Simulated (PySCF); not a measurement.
**From computed data to an observable: oscillator strength and radiative lifetime**

Si(H)2(Cl)(Me) (CH₅ClSi), SMILES C[SiH2]Cl.

Coordinates come from a B3LYP-D3(BJ)/def2-TZVP optimisation.

TDA-CAM-B3LYP/def2-SVPD (PySCF) puts the first singlet state with f over 0.02 at 8.34 eV (vertical), with the transition dipole (0.238, -0.524, 0.000) in atomic units.

### Question
Find the oscillator strength, the wavelength and the radiative lifetime that this transition would have in vacuum if emission retraced absorption.

### Answer

|μ|² = 0.3312 au, so |μ| = 1.46 D. ΔE = 8.34/27.211 = 0.3065 hartree. f = (2/3) ΔE |μ|² = 0.068 (the program prints 0.068).
λ = 1239.84/8.34 = 149 nm; ν = 67267 cm⁻¹.
Einstein's coefficient A = 0.6670 ν² f s⁻¹ (ν in cm⁻¹) = 2.0e8 s⁻¹, so τ = 1/A = 4.9 ns. This state is S4; the lower singlets have f = 0.016, 0.017, 0.006. The figure is the radiative limit of this one transition; relaxation, internal conversion, crossing to triplets and a medium change what is measured.
